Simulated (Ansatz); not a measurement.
Reaction (formal exchange of groups at a Te–B bond): `NB(O)[TeH]` + `[CH3][GeH3]` → `[GeH3][CH2][TeH]` + `NBO`

Gas-phase electronic energies from Ansatz, PBE0-D4/def2-TZVP geometries. CBS: MP2 limit from def2 TZ/QZ plus the TZ coupled-cluster correction, frozen cores. This one scheme is used for every species. Functionals use def2-TZVPP. B3LYP here is the variant with VWN-RPA as its local correlation; programs differ in this. Elements past krypton have def2 core potentials. For Ge, Te outer-core shells are correlated without core-valence functions, which leaves a few kJ/mol of doubt a bond. Scalar relativity is left out up to krypton. One conformer a species, not always the lowest.

```json
{"level": "PBE-D4", "ΔE (kJ/mol)": "71.6", "difference from CCSD(T)/CBS": "5.9"}
{"level": "r2SCAN-D4", "ΔE (kJ/mol)": "74.7", "difference from CCSD(T)/CBS": "9.0"}
{"level": "PBE0-D4", "ΔE (kJ/mol)": "73.9", "difference from CCSD(T)/CBS": "8.2"}
{"level": "B3LYP-D4", "ΔE (kJ/mol)": "68.4", "difference from CCSD(T)/CBS": "2.7"}
{"level": "ωB97X-V", "ΔE (kJ/mol)": "69.8", "difference from CCSD(T)/CBS": "4.1"}
{"level": "ωB97M-V", "ΔE (kJ/mol)": "69.7", "difference from CCSD(T)/CBS": "4.0"}
{"level": "B2PLYP", "ΔE (kJ/mol)": "68.3", "difference from CCSD(T)/CBS": "2.6"}
{"level": "PBE", "ΔE (kJ/mol)": "72.0", "difference from CCSD(T)/CBS": "6.3"}
{"level": "r2SCAN", "ΔE (kJ/mol)": "74.7", "difference from CCSD(T)/CBS": "9.0"}
{"level": "PBE0", "ΔE (kJ/mol)": "74.3", "difference from CCSD(T)/CBS": "8.6"}
{"level": "B3LYP", "ΔE (kJ/mol)": "69.2", "difference from CCSD(T)/CBS": "3.5"}
{"level": "HF/def2-TZVPP", "ΔE (kJ/mol)": "71.4", "difference from CCSD(T)/CBS": "5.7"}
{"level": "MP2/def2-TZVPP", "ΔE (kJ/mol)": "68.1", "difference from CCSD(T)/CBS": "2.4"}
{"level": "SCS-MP2/def2-TZVPP", "ΔE (kJ/mol)": "64.5", "difference from CCSD(T)/CBS": "-1.2"}
{"level": "CCSD/def2-TZVPP", "ΔE (kJ/mol)": "67.8", "difference from CCSD(T)/CBS": "2.1"}
{"level": "CCSD(T)/def2-TZVPP", "ΔE (kJ/mol)": "67.1", "difference from CCSD(T)/CBS": "1.4"}
{"level": "HF/def2-QZVPP", "ΔE (kJ/mol)": "70.1", "difference from CCSD(T)/CBS": "4.4"}
{"level": "MP2/def2-QZVPP", "ΔE (kJ/mol)": "66.9", "difference from CCSD(T)/CBS": "1.2"}
{"level": "SCS-MP2/def2-QZVPP", "ΔE (kJ/mol)": "63.6", "difference from CCSD(T)/CBS": "-2.1"}
{"level": "HF/CBS(def2)", "ΔE (kJ/mol)": "70.0", "difference from CCSD(T)/CBS": "4.3"}
{"level": "MP2/CBS(def2)", "ΔE (kJ/mol)": "66.7", "difference from CCSD(T)/CBS": "1.0"}
{"level": "CCSD/CBS(def2)", "ΔE (kJ/mol)": "66.4", "difference from CCSD(T)/CBS": "0.7"}
{"level": "CCSD(T)/CBS", "ΔE (kJ/mol)": "65.7", "difference from CCSD(T)/CBS": "0"}
```

Largest T1 diagnostic among the species: 0.012.

In def2-TZVPP, CCSD(T) changes the Hartree–Fock value by −4.3 kJ/mol (the triples alone add −0.7 kJ/mol) and MP2 by −3.3 kJ/mol.
